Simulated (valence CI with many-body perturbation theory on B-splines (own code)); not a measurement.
Ho²⁸⁺ in three bases

Computed by valence CI with perturbative core correlation (CI+MBPT): three valence electrons over a frozen Dirac-Fock core [Kr], radial functions for each j: 7 s, 7 p, 8 d, 6 f, 4 g, 1 h, with the one-electron correlation potential Σ1 (screened to all orders), the two-electron term Σ2, the three-electron term Σ3, Breit, model QED; selected single and double excitations, second order for the rest, scaled by the run's own slope (own B-spline code, finite nucleus).

No measured spectrum was set against this ion. As an estimate, large intervals hold to a few tenths of a per cent, small ones and those within an open d or f shell to about a per cent. Only levels of the ground parity were solved; by the run's estimate the other parity begins above the list, which can be wrong where configurations are misplaced.

The reference run has the lowest level (4d3/2^3) J=3/2 and an ionisation energy of 1030.80 eV. Its largest variational space holds 5025 state functions.

Levels are named by their leading jj configuration (3d3/2^4 stands for four electrons in 3d with j = 3/2), which in mixed levels can hold well under half, so a name can repeat and another be missing. Letters in brackets count levels of one name in rising energy.

Changed runs:
A. basis 6 s, 6 p, 5 d, 5 f, 1 g
B. basis 5 s, 5 p, 4 d, 4 f

Excitation energies of the reference run in cm⁻¹, and shifts in cm⁻¹:

| Level | Reference | A | B |
| --- | --- | --- | --- |
| (4d3/2^2 4d5/2) J=5/2 [a] | 62600 | -123 | -362 |
| (4d3/2^2 4d5/2) J=3/2 | 81169 | -40 | +158 |
| (4d3/2^2 4d5/2) J=7/2 | 86483 | -27 | +43 |
| (4d3/2^2 4d5/2) J=9/2 | 91308 | +40 | +336 |
| (4d3/2^2 4d5/2) J=1/2 | 93285 | -30 | +285 |
| (4d3/2^2 4d5/2) J=5/2 [b] | 139790 | +7.8 | +395 |
| (4d3/2 4d5/2^2) J=7/2 [a] | 151634 | -31 | +10 |
| (4d3/2 4d5/2^2) J=9/2 | 160752 | -65 | +19 |
| (4d3/2 4d5/2^2) J=3/2 [a] | 173397 | +10 | +190 |
| (4d3/2 4d5/2^2) J=1/2 | 180439 | +44 | +563 |
| (4d3/2 4d5/2^2) J=11/2 | 186935 | +58 | +629 |
| (4d3/2 4d5/2^2) J=5/2 [a] | 191354 | +84 | +691 |
| Ionisation energy (eV) | 1030.80 | -0.038 | -0.09 |
